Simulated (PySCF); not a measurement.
Isomers of C4H15NOSi3, mass 177.046 u with the commonest isotopes. Computed with PBE0/pcSseg-1 in PySCF (dipole) on a GFN2-xTB geometry, gas phase. One conformer each, none proved a minimum here; rigid rotors.

Question: Order these by rotational constant C, smallest first.
A. `[CH3:1][C@@H:2]([SiH3:3])[Si@@:4]([NH2:5])([CH:6]=[O:7])[CH2:8][SiH3:9]` with C1–C2–Si4–N5 -60°, C2–Si4–N5–H 96° and -50°, C2–Si4–C6–O7 -109°, C2–Si4–C8–Si9 -171°
B. `[CH3:1][O:2][C@@H:3]1[SiH2:4][CH2:5][SiH2:6][CH2:7][Si@@H:8]1[NH2:9]` with C1–O2–C3–Si4 -81°, C7–Si8–N9–H -84° and 52°, O2–C3–Si4–C5 -60°, C3–Si4–C5–Si6 -57°, Si4–C5–Si6–C7 55°, C5–Si6–C7–Si8 -53°
C. `[CH3:1][O:2][C@@H:3]1[SiH2:4][CH2:5][SiH2:6][CH2:7][Si@H:8]1[NH2:9]` with C1–O2–C3–Si4 -73°, C7–Si8–N9–H -60° and 165°, O2–C3–Si4–C5 -170°, C3–Si4–C5–Si6 57°, Si4–C5–Si6–C7 -57°, C5–Si6–C7–Si8 52°

Answer: A (489.5 MHz), C (526.0 MHz), B (608.3 MHz).

Question: Order these by radius of gyration √(Σ m r²/M), smallest first.
A. `[CH3:1][O:2][C@@H:3]1[SiH2:4][CH2:5][SiH2:6][CH2:7][Si@H:8]1[NH2:9]` with C1–O2–C3–Si4 -73°, C7–Si8–N9–H -60° and 165°, O2–C3–Si4–C5 -170°, C3–Si4–C5–Si6 57°, Si4–C5–Si6–C7 -57°, C5–Si6–C7–Si8 52°
B. `[CH3:1][C@@H:2]([SiH3:3])[Si@@:4]([NH2:5])([CH:6]=[O:7])[CH2:8][SiH3:9]` with C1–C2–Si4–N5 -60°, C2–Si4–N5–H 96° and -50°, C2–Si4–C6–O7 -109°, C2–Si4–C8–Si9 -171°
C. `[CH3:1][O:2][C@@H:3]1[SiH2:4][CH2:5][SiH2:6][CH2:7][Si@@H:8]1[NH2:9]` with C1–O2–C3–Si4 -81°, C7–Si8–N9–H -84° and 52°, O2–C3–Si4–C5 -60°, C3–Si4–C5–Si6 -57°, Si4–C5–Si6–C7 55°, C5–Si6–C7–Si8 -53°

Answer: C (2.282 Å), A (2.368 Å), B (2.511 Å).

Question: Order these by dipole moment, largest first.
A. `[CH3:1][O:2][C@@H:3]1[SiH2:4][CH2:5][SiH2:6][CH2:7][Si@@H:8]1[NH2:9]` with C1–O2–C3–Si4 -81°, C7–Si8–N9–H -84° and 52°, O2–C3–Si4–C5 -60°, C3–Si4–C5–Si6 -57°, Si4–C5–Si6–C7 55°, C5–Si6–C7–Si8 -53°
B. `[CH3:1][C@@H:2]([SiH3:3])[Si@@:4]([NH2:5])([CH:6]=[O:7])[CH2:8][SiH3:9]` with C1–C2–Si4–N5 -60°, C2–Si4–N5–H 96° and -50°, C2–Si4–C6–O7 -109°, C2–Si4–C8–Si9 -171°
C. `[CH3:1][O:2][C@@H:3]1[SiH2:4][CH2:5][SiH2:6][CH2:7][Si@H:8]1[NH2:9]` with C1–O2–C3–Si4 -73°, C7–Si8–N9–H -60° and 165°, O2–C3–Si4–C5 -170°, C3–Si4–C5–Si6 57°, Si4–C5–Si6–C7 -57°, C5–Si6–C7–Si8 52°

Answer: B (2.42 D), A (1.59 D), C (1.43 D).

```csv
SMILES,point group,Ia (u·Å²),Ib (u·Å²),Ic (u·Å²),κ,μa (D),μb (D),μc (D)
CO[C@@H]1[SiH2]C[SiH2]C[Si@H]1N,C1,404.17,619.90,960.71,-0.20,0.56,0.56,1.19
CO[C@@H]1[SiH2]C[SiH2]C[Si@@H]1N,C1,454.97,557.57,830.78,0.19,1.10,0.18,1.14
C[C@@H]([SiH3])[Si@@](N)(C=O)C[SiH3],C1,429.44,770.60,1032.54,-0.52,1.79,1.54,0.53
```
